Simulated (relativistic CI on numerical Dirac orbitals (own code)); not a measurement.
**d7 in a ligand field**

Computed with a parametric ligand-field model of a d^n configuration (Racah B and C, spin-orbit zeta, crystal field), exact diagonalisation.

Field parameters in Wybourne normalisation: D3d B²₀ = −7Dσ, B⁴₀ = −14Dq − 21Dτ, B⁴₃ = −14√(10/7) Dq; D4h B²₀ = −7Ds, B⁴₀ = 21(Dq − Dt), B⁴₄ = 21√(5/14) Dq; Oh B⁴₀ = 21Dq, B⁴₄ = √(5/14) B⁴₀. The field is a parameter set, without covalency.

**Question.** Ground term and bands for B = 810, C = 3700, ζ = 0 cm⁻¹, D3d, 10Dq = 29800, Dσ = -1200, Dτ = 170 cm⁻¹?

**Answer.** Ground term 2E with 1.03 electrons in the two orbitals of the cubic e set. Spin-allowed: 2A2 26926 cm⁻¹ (371 nm), 2E 27979 cm⁻¹ (357 nm), 2A1 28887 cm⁻¹ (346 nm), 2E 28979 cm⁻¹ (345 nm). Lowest spin-forbidden: 4A2 12100 cm⁻¹ (826 nm), 4E 13556 cm⁻¹ (738 nm), 4A1 41046 cm⁻¹ (244 nm).

**Question.** Ground term and bands for B = 880, C = 3710, ζ = 0 cm⁻¹, Oh, 10Dq = 5000 cm⁻¹?

**Answer.** Ground term 4T1 with 2.11 electrons in the two orbitals of the cubic e set. Spin-allowed: 4T2 4243 cm⁻¹ (2357 nm), 4A2 9243 cm⁻¹ (1082 nm), 4T1 16687 cm⁻¹ (599 nm). Lowest spin-forbidden: 2E 12284 cm⁻¹ (814 nm), 2T1 15842 cm⁻¹ (631 nm), 2T2 15898 cm⁻¹ (629 nm).

**Question.** A d7 ion in Oh symmetry has the ground term 4T1 and bands at 4T2 5257 cm⁻¹ (1902 nm), 2E 5564 cm⁻¹ (1797 nm), 2T1 10378 cm⁻¹ (964 nm), 2T2 10639 cm⁻¹ (940 nm), 4A2 11257 cm⁻¹ (888 nm), 4T1 13064 cm⁻¹ (765 nm). Which parameters reproduce them?

**Answer.** B = 570, C = 2460, ζ = 0 cm⁻¹, Oh, 10Dq = 6000 cm⁻¹.

**Question.** Ground term and bands for B = 620, C = 2630, ζ = 0 cm⁻¹, D4h, 10Dq = 20300, Ds = 810, Dt = 830 cm⁻¹?

**Answer.** Ground term 2A1 with 1.03 electrons in the two orbitals of the cubic e set. Spin-allowed: 2B1 7114 cm⁻¹ (1406 nm), 2E 12263 cm⁻¹ (815 nm), 2E 17115 cm⁻¹ (584 nm), 2A2 18410 cm⁻¹ (543 nm). Lowest spin-forbidden: 4E 5803 cm⁻¹ (1723 nm), 4A2 7600 cm⁻¹ (1316 nm), 4B2 15811 cm⁻¹ (632 nm).

**Question.** Ground term and bands for B = 640, C = 2850, ζ = 0 cm⁻¹, Oh, 10Dq = 3250 cm⁻¹?

**Answer.** Ground term 4T1 with 2.12 electrons in the two orbitals of the cubic e set. Spin-allowed: 4T2 2745 cm⁻¹, 4A2 5995 cm⁻¹ (1668 nm), 4T1 11839 cm⁻¹ (845 nm). Lowest spin-forbidden: 2E 9759 cm⁻¹ (1025 nm), 2T1 11969 cm⁻¹ (835 nm), 2T2 11981 cm⁻¹ (835 nm).
